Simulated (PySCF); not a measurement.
PySCF input file for F2Ni, SMILES [F][Ni+][F] (connectivity only; charge and spin as stated), charge +1, multiplicity 4, TDA-ωB97X/def2-TZVPD. Geometry optimised at B3LYP-D3(BJ)/def2-TZVP. The multiplicity is an assumed one; other spin states were not compared.

```python
import numpy as np
from pyscf import gto, scf, dft, tdscf

mol = gto.M(
    atom='''
    Ni    0.00000000    0.00000000    0.00000000
    F     0.00000000    0.00000000   -1.64950492
    F     0.00000000    0.00000000    1.64950492
    ''',
    basis='def2-TZVPD',
    charge=1,
    spin=3,
    max_memory=1600,
    verbose=4,
)
mf = dft.UKS(mol, xc='wb97x').density_fit(auxbasis='def2-universal-jkfit')
mf.grids.level = 3
mf.conv_tol = 1e-9
mf.max_cycle = 100
mf.kernel()
fine, coarse = mf.grids, dft.Grids(mol).set(level=1).build(with_non0tab=True)
for _ in range(3):  # follow internal instabilities
    mf.grids = coarse
    mo, _, stable, _ = mf.stability(return_status=True, nroots=4)
    mf.grids = fine
    if stable:
        break
    mf.kernel(mf.make_rdm1(mo, mf.mo_occ))
mf.grids = dft.Grids(mol).set(level=1).build(with_non0tab=True)  # coarser grid for the response kernel
td = tdscf.TDA(mf)
td.nstates = 10
td.conv_tol = 1e-4
td.positive_eig_threshold = 1e-6
td.kernel(x0=td.get_init_guess(mf, 15))
td.analyze()
```

Log of the run:

```
PySCF version 2.14.0

[INPUT] verbose = 4
[INPUT] num. atoms = 3
[INPUT] num. electrons = 45
[INPUT] charge = 1
[INPUT] spin (= nelec alpha-beta = 2S) = 3
[INPUT] symmetry False subgroup None
[INPUT] Mole.unit = angstrom
[INPUT] Symbol           X                Y                Z      unit          X                Y                Z       unit  Magmom
[INPUT]  1 Ni     0.000000000000   0.000000000000   0.000000000000 AA    0.000000000000   0.000000000000   0.000000000000 Bohr   0.0
[INPUT]  2 F      0.000000000000   0.000000000000  -1.649504920000 AA    0.000000000000   0.000000000000  -3.117112539923 Bohr   0.0
[INPUT]  3 F      0.000000000000   0.000000000000   1.649504920000 AA    0.000000000000   0.000000000000   3.117112539923 Bohr   0.0

nuclear repulsion = 174.680892340679
number of shells = 44
number of NR pGTOs = 205
number of NR cGTOs = 128
basis = def2-TZVPD
ecp = {}


[settings echo left out]
init E= -1707.16820930608
  alpha nocc = 24  HOMO = 0.141384780554149  LUMO = 0.173039760217581
  beta  nocc = 21  HOMO = 0.0937943557200143  LUMO = 0.0972723522998636

WARN: HOMO 0.141384780554149 >= LUMO 0.0972723522998636

cycle= 1 E= -1681.09853487962  delta_E= 26.1  |g|= 6.31  |ddm|= 31.2
  alpha nocc = 24  HOMO = -2.30503705629781  LUMO = -2.30294296339344
  beta  nocc = 21  HOMO = -2.75367254785145  LUMO = -2.35229079684321

WARN: HOMO -2.30503705629781 >= LUMO -2.35229079684321

cycle= 2 E= -1624.73794276409  delta_E= 56.4  |g|= 15.1  |ddm|= 32.1
  alpha nocc = 24  HOMO = -1.78455248990307  LUMO = -1.66598233609384

WARN: beta  nocc = 21  HOMO -1.82055858860012 >= LUMO -1.82055858860004


WARN: HOMO -1.78455248990307 >= LUMO -1.82055858860004

cycle= 3 E= -1686.94767829814  delta_E= -62.2  |g|= 10.1  |ddm|= 8.32
  alpha nocc = 24  HOMO = -1.55660495372155  LUMO = -1.3225032261403
  beta  nocc = 21  HOMO = -1.54947091786563  LUMO = -1.44385521948218
  HOMO = -1.54947091787  LUMO = -1.44385521948  gap/eV = 2.87395
cycle= 4 E= -1692.29874146866  delta_E= -5.35  |g|= 8.56  |ddm|= 1.64
  alpha nocc = 24  HOMO = -1.63476485856006  LUMO = -0.935535729896735
  beta  nocc = 21  HOMO = -1.4770056579528  LUMO = -1.3963621374308
  HOMO = -1.47700565795  LUMO = -1.39636213743  gap/eV = 2.19442
cycle= 5 E= -1701.75954978944  delta_E= -9.46  |g|=  5.5  |ddm|= 6.85
  alpha nocc = 24  HOMO = -1.34623412107696  LUMO = -0.741345696748489
  beta  nocc = 21  HOMO = -1.20096276656282  LUMO = -1.0896023688451
  HOMO = -1.20096276656  LUMO = -1.08960236885  gap/eV = 3.03027
cycle= 6 E= -1703.23684888762  delta_E= -1.48  |g|= 4.53  |ddm|= 0.435
  alpha nocc = 24  HOMO = -1.06107492562272  LUMO = -0.390974886041413
  beta  nocc = 21  HOMO = -1.04166383239268  LUMO = -0.893041982872132
  HOMO = -1.04166383239  LUMO = -0.893041982872  gap/eV = 4.04421
cycle= 7 E= -1706.28059432866  delta_E= -3.04  |g|= 2.27  |ddm|= 1.28
  alpha nocc = 24  HOMO = -0.713280677687556  LUMO = -0.21412346732069
  beta  nocc = 21  HOMO = -0.697251487413684  LUMO = -0.643994011338471
  HOMO = -0.697251487414  LUMO = -0.643994011338  gap/eV = 1.44921
cycle= 8 E= -1707.51629215314  delta_E= -1.24  |g|= 0.371  |ddm|= 0.693
  alpha nocc = 24  HOMO = -0.693468551416287  LUMO = -0.157311003566521
  beta  nocc = 21  HOMO = -0.667782587018154  LUMO = -0.529463706440204
  HOMO = -0.667782587018  LUMO = -0.52946370644  gap/eV = 3.76385
cycle= 9 E= -1707.59124732788  delta_E= -0.075  |g|= 0.127  |ddm|= 0.337
  alpha nocc = 24  HOMO = -0.721026164430259  LUMO = -0.165828529228003
  beta  nocc = 21  HOMO = -0.690356636319133  LUMO = -0.546669216668882
  HOMO = -0.690356636319  LUMO = -0.546669216669  gap/eV = 3.90993
cycle= 10 E= -1707.59775195228  delta_E= -0.0065  |g|= 0.0845  |ddm|= 0.0866
  alpha nocc = 24  HOMO = -0.74421218592281  LUMO = -0.172265168415166
  beta  nocc = 21  HOMO = -0.709168650877701  LUMO = -0.551533012809713
  HOMO = -0.709168650878  LUMO = -0.55153301281  gap/eV = 4.28948
cycle= 11 E= -1707.60121927364  delta_E= -0.00347  |g|= 0.0207  |ddm|= 0.0887
  alpha nocc = 24  HOMO = -0.753452045978283  LUMO = -0.175306646242591
  beta  nocc = 21  HOMO = -0.717118789720129  LUMO = -0.555637714257465
  HOMO = -0.71711878972  LUMO = -0.555637714257  gap/eV = 4.39412
cycle= 12 E= -1707.60146432153  delta_E= -0.000245  |g|= 0.00584  |ddm|= 0.0299
  alpha nocc = 24  HOMO = -0.751690189898047  LUMO = -0.174674043937598
  beta  nocc = 21  HOMO = -0.715548103727353  LUMO = -0.555455761888545
  HOMO = -0.715548103727  LUMO = -0.555455761889  gap/eV = 4.35633
cycle= 13 E= -1707.60147820928  delta_E= -1.39e-05  |g|= 0.00155  |ddm|= 0.0052
  alpha nocc = 24  HOMO = -0.752010788785843  LUMO = -0.17477213586821
  beta  nocc = 21  HOMO = -0.71578464068092  LUMO = -0.555835455343164
  HOMO = -0.715784640681  LUMO = -0.555835455343  gap/eV = 4.35244
cycle= 14 E= -1707.60148484445  delta_E= -6.64e-06  |g|= 0.00123  |ddm|= 0.00385
  alpha nocc = 24  HOMO = -0.752338098772546  LUMO = -0.174880676054149
[...]
cycle= 10 E= -1707.69250182204  delta_E= -0.000155  |g|= 0.00359  |ddm|= 0.0226
  alpha nocc = 24  HOMO = -0.823960682717904  LUMO = -0.187786867585623
  beta  nocc = 21  HOMO = -0.790953825672532  LUMO = -0.449525965919894
  HOMO = -0.790953825673  LUMO = -0.44952596592  gap/eV = 9.29073
cycle= 11 E= -1707.69257289719  delta_E= -7.11e-05  |g|= 0.00633  |ddm|= 0.0149
  alpha nocc = 24  HOMO = -0.824026262966612  LUMO = -0.188031928276372
  beta  nocc = 21  HOMO = -0.793775029110881  LUMO = -0.4500038328557
  HOMO = -0.793775029111  LUMO = -0.450003832856  gap/eV = 9.35449
cycle= 12 E= -1707.69260945145  delta_E= -3.66e-05  |g|= 0.00546  |ddm|= 0.0146
  alpha nocc = 24  HOMO = -0.824067493688051  LUMO = -0.187927268320765
  beta  nocc = 21  HOMO = -0.792894470093868  LUMO = -0.449161808151371
  HOMO = -0.792894470094  LUMO = -0.449161808151  gap/eV = 9.35344
cycle= 13 E= -1707.69263594153  delta_E= -2.65e-05  |g|= 0.00154  |ddm|= 0.00863
  alpha nocc = 24  HOMO = -0.824122752344931  LUMO = -0.1879481522793
  beta  nocc = 21  HOMO = -0.793347055271877  LUMO = -0.448480490374911
  HOMO = -0.793347055272  LUMO = -0.448480490375  gap/eV = 9.38430
cycle= 14 E= -1707.69265802821  delta_E= -2.21e-05  |g|= 0.000934  |ddm|= 0.01
  alpha nocc = 24  HOMO = -0.82436246819137  LUMO = -0.187971103981754
  beta  nocc = 21  HOMO = -0.793742037878447  LUMO = -0.447826011507765
  HOMO = -0.793742037878  LUMO = -0.447826011508  gap/eV = 9.41285
cycle= 15 E= -1707.69267274396  delta_E= -1.47e-05  |g|= 0.000827  |ddm|= 0.0115
  alpha nocc = 24  HOMO = -0.824343857205333  LUMO = -0.187944614165932
  beta  nocc = 21  HOMO = -0.79396897459011  LUMO = -0.447497429766673
  HOMO = -0.79396897459  LUMO = -0.447497429767  gap/eV = 9.42797
cycle= 16 E= -1707.69267547748  delta_E= -2.73e-06  |g|= 0.000277  |ddm|= 0.00524
  alpha nocc = 24  HOMO = -0.824425313864979  LUMO = -0.187964458052532
  beta  nocc = 21  HOMO = -0.794065272352049  LUMO = -0.447414078912022
  HOMO = -0.794065272352  LUMO = -0.447414078912  gap/eV = 9.43286
cycle= 17 E= -1707.69267582112  delta_E= -3.44e-07  |g|= 0.000128  |ddm|= 0.0018
  alpha nocc = 24  HOMO = -0.824439917201372  LUMO = -0.187958073186278
  beta  nocc = 21  HOMO = -0.794079829435578  LUMO = -0.447381260540431
  HOMO = -0.794079829436  LUMO = -0.44738126054  gap/eV = 9.43415
cycle= 18 E= -1707.69267591041  delta_E= -8.93e-08  |g|= 0.000107  |ddm|= 0.000678
  alpha nocc = 24  HOMO = -0.824444017145691  LUMO = -0.187955033428809
  beta  nocc = 21  HOMO = -0.794083004983391  LUMO = -0.447374218527205
  HOMO = -0.794083004983  LUMO = -0.447374218527  gap/eV = 9.43443
cycle= 19 E= -1707.69267593008  delta_E= -1.97e-08  |g|= 6.56e-05  |ddm|= 0.000217
  alpha nocc = 24  HOMO = -0.824446466335017  LUMO = -0.187949379050191
  beta  nocc = 21  HOMO = -0.79408476021157  LUMO = -0.447370307785208
  HOMO = -0.794084760212  LUMO = -0.447370307785  gap/eV = 9.43458
cycle= 20 E= -1707.69267594174  delta_E= -1.17e-08  |g|= 1.55e-05  |ddm|= 0.00024
  alpha nocc = 24  HOMO = -0.824447709293933  LUMO = -0.187947378934054
  beta  nocc = 21  HOMO = -0.794086736035877  LUMO = -0.447368796899846
  HOMO = -0.794086736036  LUMO = -0.4473687969  gap/eV = 9.43468
cycle= 21 E= -1707.69267594263  delta_E= -8.84e-10  |g|= 8.44e-06  |ddm|= 5.65e-05
  alpha nocc = 24  HOMO = -0.82444747821354  LUMO = -0.187947191351509
  beta  nocc = 21  HOMO = -0.794087986627825  LUMO = -0.447367717689443
  HOMO = -0.794087986628  LUMO = -0.447367717689  gap/eV = 9.43474
Extra cycle  E= -1707.69267594282  delta_E= -1.95e-10  |g|= 6.77e-06  |ddm|= 1.42e-05
converged SCF energy = -1707.69267594282  <S^2> = 3.76135  2S+1 = 4.005671
uhf_internal: lowest eigs of H = [0.01933223 0.01933879 0.07626789 0.08038015]
<class 'pyscf.df.df_jk.DFUKS'> wavefunction is stable in the internal stability analysis
tot grids = 18040
Overwritten attributes  positive_eig_threshold  of <class 'pyscf.tdscf.uks.TDA'>


******** <class 'pyscf.tdscf.uks.TDA'> for <class 'pyscf.df.df_jk.DFUKS'> ********
nstates = 10
deg_eia_thresh = 1.000e-03
wfnsym = None
conv_tol = 0.0001
eigh lindep = 1e-12
eigh level_shift = 0
eigh max_cycle = 100


Excitation energies (eV)
[0.67905846 0.67905848 1.18917418 1.18919175 1.38978229 1.38980078
 2.1755993  2.17593738 2.20077615 2.6536743 ]

** Excitation energies and oscillator strengths **
Excited State   1:      0.67906 eV   1825.83 nm  f=0.0000
      17b ->   22b      0.67988
      17b ->   23b      0.19102
      18b ->   22b     -0.19103
      18b ->   23b      0.68006
Excited State   2:      0.67906 eV   1825.83 nm  f=0.0000
      17b ->   22b      0.19101
      17b ->   23b     -0.67996
      18b ->   22b      0.67999
      18b ->   23b      0.19104
Excited State   3:      1.18917 eV   1042.61 nm  f=0.0000
      18b ->   24b      0.98194
Excited State   4:      1.18919 eV   1042.59 nm  f=0.0000
      17b ->   24b      0.98196
Excited State   5:      1.38978 eV    892.11 nm  f=0.0000
      17b ->   22b      0.55389
      17b ->   23b     -0.43644
      18b ->   22b     -0.43644
      18b ->   23b     -0.55375
Excited State   6:      1.38980 eV    892.10 nm  f=0.0000
      17b ->   22b     -0.43650
      17b ->   23b     -0.55383
      18b ->   22b     -0.55381
      18b ->   23b      0.43639
Excited State   7:      2.17560 eV    569.89 nm  f=0.0000
      20b ->   22b     -0.59393
      20b ->   23b      0.38013
      21b ->   22b     -0.38013
      21b ->   23b     -0.59600
Excited State   8:      2.17594 eV    569.80 nm  f=0.0000
      20b ->   22b      0.37935
      20b ->   23b      0.59492
      21b ->   22b     -0.59501
      21b ->   23b      0.38091
Excited State   9:      2.20078 eV    563.37 nm  f=0.0000
      20b ->   22b      0.70756
      21b ->   23b     -0.70497
Excited State  10:      2.65367 eV    467.22 nm  f=0.0020
      21b ->   24b      0.99671

** Transition electric dipole moments (AU) **
state          X           Y           Z        Dip. S.      Osc.
  1         0.0000     -0.0000     -0.0000      0.0000      0.0000
  2         0.0000      0.0000      0.0000      0.0000      0.0000
  3         0.0000      0.0000     -0.0000      0.0000      0.0000
  4         0.0000     -0.0000      0.0000      0.0000      0.0000
  5         0.0000      0.0000      0.0000      0.0000      0.0000
  6         0.0000     -0.0000     -0.0000      0.0000      0.0000
  7         0.0000     -0.0000      0.0001      0.0000      0.0000
  8        -0.0000     -0.0000      0.0001      0.0000      0.0000
  9        -0.0000      0.0000      0.0000      0.0000      0.0000
 10        -0.0502     -0.1665     -0.0000      0.0303      0.0020

** Transition velocity dipole moments (imaginary part, AU) **
state          X           Y           Z        Dip. S.      Osc.
  1        -0.0000     -0.0000      0.0000      0.0000      0.0000
  2        -0.0000      0.0000     -0.0000      0.0000      0.0000
  3        -0.0000      0.0000      0.0000      0.0000      0.0000
  4        -0.0000      0.0000     -0.0000      0.0000      0.0000
  5         0.0000      0.0000     -0.0000      0.0000      0.0000
  6         0.0000     -0.0000      0.0000      0.0000      0.0000
  7        -0.0000      0.0000     -0.0000      0.0000      0.0000
  8         0.0000      0.0000     -0.0000      0.0000      0.0000
  9         0.0000     -0.0000     -0.0000      0.0000      0.0000
 10         0.0090      0.0299      0.0000      0.0010      0.0067

** Transition magnetic dipole moments (imaginary part, AU) **
state          X           Y           Z
  1        -0.0001     -0.0000     -0.0000
  2        -0.0000     -0.0000     -0.0000
  3         0.0000      0.0000     -0.0000
  4        -0.0000      0.0000     -0.0000
  5         1.0565     -0.3837     -0.0000
  6        -0.3837     -1.0565      0.0000
  7         0.0000     -0.0000     -0.0000
  8         0.0000      0.0000      0.0000
  9         0.0000      0.0000      0.0000
 10        -0.0000      0.0000     -0.0000
```

Self-consistency was reached.
